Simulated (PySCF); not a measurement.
Constitutional and geometric isomers with formula CH3B2N. Gas-phase values, no solvent. One relaxed conformer stands for each flexible species; it need not be the lowest. Strings in code marks are SMILES.

Method: ωB97X-D3(BJ)/def2-TZVP // PBE0-D3(BJ)/def2-TZVP (PySCF). All candidates: neutral, multiplicity 1. Delta-SCF ions had no search for a lower state. Excitations are Tamm–Dancoff values on a coarser integration grid. The basis has no diffuse functions, so Rydberg states are missing or too high.

```
Item                                      Value
--------------------------------------  -------
HOMO–LUMO gap                           9.57 eV
vertical ionisation energy (Delta-SCF)  8.57 eV
T1 excitation (TDA)                     3.24 eV
```

**Question.** Which member has these values?
A) `BB=C=N`
B) `B=NB=C`
C) `[H]/B=C\B=N`
D) `B=C=BN`

**Answer.** D, `B=C=BN`. The others give `[H]/B=C\B=N`: 9.59 eV, 9.26 eV, 3.22 eV; `BB=C=N`: 7.61 eV, 8.51 eV, 0.79 eV; `B=NB=C`: 8.68 eV, 7.98 eV, 2.95 eV
